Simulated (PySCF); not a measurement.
F3Ti (SMILES [F][Ti]([F])[F]), doublet, geometry from GFN2-xTB (such geometries of metal compounds can be far from the true shape) (the multiplicity is a formal guess); PySCF with PBE0/6-31G.

PySCF was given this input:
```python
from pyscf import gto, scf, dft

mol = gto.Mole()
mol.atom = '''
    Ti   -0.00000000    0.00000000    0.00000000
    F    -1.42869175   -0.90303614    0.09992688
    F    -0.02387975    1.54953530   -0.68190165
    F     1.45257150   -0.64649916    0.58197477
'''
mol.basis = '6-31g'
mol.spin = 1
mol.verbose = 4
mol.build()

mf = dft.UKS(mol)
mf.xc = 'pbe0'
mf.kernel()
mo_i, mo_e, stable_i, stable_e = mf.stability(internal=True, external=False, return_status=True, nroots=6, tol=1e-6)
print('internally stable:', stable_i, ' externally stable:', stable_e)
if not stable_i:
    umf = mf.copy()
    umf.scf_summary = {}
    umf.kernel(umf.make_rdm1(mo_i, mf.mo_occ))
```

Task: Predict the main parts of the log of this PySCF run.

Result: 
```
PySCF version 2.14.0

[INPUT] verbose = 4
[INPUT] num. atoms = 4
[INPUT] num. electrons = 49
[INPUT] charge = 0
[INPUT] spin (= nelec alpha-beta = 2S) = 1
[INPUT] symmetry False subgroup None
[INPUT] Mole.unit = angstrom
[INPUT] Symbol           X                Y                Z      unit          X                Y                Z       unit  Magmom
[INPUT]  1 Ti     0.000000000000   0.000000000000   0.000000000000 AA    0.000000000000   0.000000000000   0.000000000000 Bohr   0.0
[INPUT]  2 F     -1.428691750000  -0.903036140000   0.099926880000 AA   -2.699836123926  -1.706490985184   0.188834435682 Bohr   0.0
[INPUT]  3 F     -0.023879750000   1.549535300000  -0.681901650000 AA   -0.045126187423   2.928197337346  -1.288607362389 Bohr   0.0
[INPUT]  4 F      1.452571500000  -0.646499160000   0.581974770000 AA    2.744962311349  -1.221706352161   1.099772926707 Bohr   0.0

nuclear repulsion = 229.502446072676
number of shells = 26
number of NR pGTOs = 156
number of NR cGTOs = 54
basis = 6-31g
ecp = {}

******** <class 'pyscf.dft.uks.UKS'> ********
method = UKS
initial guess = minao
damping factor = 0
level_shift factor = 0
DIIS = <class 'pyscf.scf.diis.CDIIS'>
diis_start_cycle = 1
diis_space = 8
diis_damp = 0
SCF conv_tol = 1e-09
SCF conv_tol_grad = None
SCF max_cycles = 50
direct_scf = True
direct_scf_tol = 1e-13
number electrons alpha = 25  beta = 24
XC library pyscf.dft.libxc version 7.1.2
    S. Lehtola, C. Steigemann, M. J. T. Oliveira, and M. A. L. Marques,  SoftwareX 7, 1–5 (2018)
XC functionals = pbe0
    C. Adamo and V. Barone,  J. Chem. Phys. 110, 6158 (1999)
    M. Ernzerhof and G. E. Scuseria,  J. Chem. Phys. 110, 5029 (1999)
radial grids:
    Treutler-Ahlrichs [JCP 102, 346 (1995); DOI:10.1063/1.469408] (M4) radial grids

becke partition: Becke, JCP 88, 2547 (1988); DOI:10.1063/1.454033
pruning grids: <function nwchem_prune>
grids dens level: 3
symmetrized grids: False
atomic radii adjust function: <function treutler_atomic_radii_adjust>
small_rho_cutoff = 0
Set gradient conv threshold to 3.16228e-05
tot grids = 63696
init E= -1148.43915822545

cycle= 1 E= -1148.26186121715  delta_E= 0.177  |g|= 0.85  |ddm|= 1.45
cycle= 2 E= -1141.7698197209  delta_E= 6.49  |g|= 4.71  |ddm|= 2.25
cycle= 3 E= -1148.48839470817  delta_E= -6.72  |g|= 0.522  |ddm|= 1.64
cycle= 4 E= -1148.56976032487  delta_E= -0.0814  |g|= 0.129  |ddm|= 0.243
cycle= 5 E= -1148.57850228095  delta_E= -0.00874  |g|= 0.021  |ddm|= 0.0788
cycle= 6 E= -1148.57883433681  delta_E= -0.000332  |g|= 0.00497  |ddm|= 0.0322
cycle= 7 E= -1148.57884823336  delta_E= -1.39e-05  |g|= 0.000419  |ddm|= 0.00702
cycle= 8 E= -1148.57884835198  delta_E= -1.19e-07  |g|= 0.000115  |ddm|= 0.000613
cycle= 9 E= -1148.5788483569  delta_E= -4.93e-09  |g|= 6.1e-05  |ddm|= 9.66e-05
cycle= 10 E= -1148.57884835932  delta_E= -2.41e-09  |g|= 9.42e-06  |ddm|= 8.82e-05
cycle= 11 E= -1148.5788483594  delta_E= -8.41e-11  |g|= 8.43e-07  |ddm|= 1.84e-05
Extra cycle  E= -1148.5788483594  delta_E= -3.64e-12  |g|= 8.54e-07  |ddm|= 3.19e-06
converged SCF energy = -1148.5788483594  <S^2> = 0.75242093  2S+1 = 2.0024195
uhf_internal: lowest eigs of H = [0.05538177 0.05551513 0.2251933  0.22521565 0.372105   0.39240154]
<class 'pyscf.dft.uks.UKS'> wavefunction is stable in the internal stability analysis
internally stable: True  externally stable: None
```
